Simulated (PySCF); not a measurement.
CeN(OH), singlet: molecular constants

These are results of PBE0 in PySCF with Ce def2-SVP with ECP28, N def2-SVP, O def2-SVP, H def2-SVP; scalar-relativistic core potentials, no spin–orbit coupling; density-fitted integrals, not measurements.

The structure is a minimum.

```xyz
4
charge 0 multiplicity 1, angstrom
Ce    0.2017    0.0314    0.0000
N    -0.0101   -1.6553    0.0000
O    -1.5739    1.1472    0.0000
H    -2.5247    0.9999    0.0000
```

```json
{"Point group": "Cs", "Bond lengths": "Ce–N 1.700 Å, Ce–O 2.097 Å, O–H 0.962 Å", "Bond angles": "Ce–O–H 139.0°, N–Ce–O 115.0°", "Principal quadrupole moments (Buckingham, traceless) about the centre of mass": "-17.02, 6.86, 10.16 D Å", "Highest occupied level": "-5.45 eV", "Enthalpy at 298.15 K above 0 K": "13.79 kJ/mol", "Rotational constants": "0.6605, 0.1943, 0.1501 cm⁻¹", "Entropy at 298.15 K and 1 bar": "296.1 J/(mol K)", "Zero-point energy": "39.0 kJ/mol", "Heat capacity Cp at 298.15 K": "59.0 J/(mol K)", "Lowest empty level": "-1.41 eV", "Dipole moment": "5.05 D", "Principal polarisabilities": "28.1, 40.1, 50.8 bohr³", "Rotational symmetry number": "1"}
```

Harmonic modes (masses in u: Ce 139.905, N 14.003, O 15.995, H 1.008):
| symmetry | ω (cm⁻¹) | IR (km/mol) | μ (u) |
| --- | --- | --- | --- |
| a' | 115 | 44.8 | 4.82 |
| a' | 411 | 127 | 1.30 |
| a'' | 444 | 178 | 1.15 |
| a' | 578 | 163 | 8.67 |
| a' | 1064 | 175 | 15.18 |
| a' | 3911 | 94.0 | 1.07 |

Charges (e):
| atom | Mulliken | Löwdin | polar tensor | Mayer order to Ce1 |
| --- | --- | --- | --- | --- |
| Ce1 | 0.61 | 0.19 | 1.75 | – |
| N2 | -0.29 | -0.06 | -1.03 | 3.04 |
| O3 | -0.49 | -0.20 | -1.02 | 1.10 |
| H4 | 0.18 | 0.07 | 0.30 | 0.04 |
Other Mayer orders above 0.3: O–H 0.95.

Mulliken populations on Ce1 (electrons outside its core potential): s 4.11, p 12.08, d 12.08, f 1.08.

Stability towards spin polarisation was not tested. Other isomers or separated fragments may lie lower.

The final relaxation and frequency run took 100 s on 4 threads of a shared Intel Xeon @ 2.80GHz (Skylake/Cascade Lake) host, with 111 basis functions and 26 gradients; the process peaked at 1.7 GiB.
